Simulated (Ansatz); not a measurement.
Gas-phase electronic energies from Ansatz, PBE0-D4/def2-TZVP geometries. CCSD(T)/CBS is the MP2 limit (def2-TZVPP, def2-QZVPP) plus CCSD(T) − MP2 in def2-TZVPP, frozen cores. DFT in def2-TZVPP. B3LYP here is the variant with VWN-RPA as its local correlation; programs differ in this. Each species was taken in one conformer, which may not be the lowest.

Reaction (formal exchange of groups at the Al–S bond): `C[S][AlH][CH2]F` + `N=C[SiH3]` → `F[CH2][AlH][SiH3]` + `CSC=N`

| level | ΔE (kJ/mol) | difference from CCSD(T)/CBS |
| --- | --- | --- |
| PBE-D4 | 69.7 | -25.2 |
| r2SCAN-D4 | 79.9 | -15.0 |
| PBE0-D4 | 76.8 | -18.1 |
| B3LYP-D4 | 88.1 | -6.8 |
| ωB97X-V | 87.6 | -7.3 |
| ωB97M-V | 95.5 | 0.6 |
| B2PLYP | 91.9 | -3.0 |
| PBE | 69.3 | -25.6 |
| r2SCAN | 79.7 | -15.2 |
| PBE0 | 76.4 | -18.5 |
| B3LYP | 87.6 | -7.3 |
| HF/def2-TZVPP | 106.2 | 11.3 |
| MP2/def2-TZVPP | 96.1 | 1.2 |
| SCS-MP2/def2-TZVPP | 98.6 | 3.7 |
| CCSD/def2-TZVPP | 95.9 | 1.0 |
| CCSD(T)/def2-TZVPP | 93.4 | -1.5 |
| HF/def2-QZVPP | 106.1 | 11.2 |
| MP2/def2-QZVPP | 96.9 | 2.0 |
| SCS-MP2/def2-QZVPP | 99.8 | 4.9 |
| HF/CBS(def2) | 106.1 | 11.2 |
| MP2/CBS(def2) | 97.6 | 2.7 |
| CCSD/CBS(def2) | 97.3 | 2.4 |
| CCSD(T)/CBS | 94.9 | 0 |

Largest T1 diagnostic among the species: 0.013.

In def2-TZVPP, CCSD(T) changes the Hartree–Fock value by −12.8 kJ/mol (the triples alone add −2.4 kJ/mol) and MP2 by −10.1 kJ/mol. From PBE to PBE0 (25 % exact exchange), in def2-TZVPP and without D4, ΔE moves by +7.1 kJ/mol.
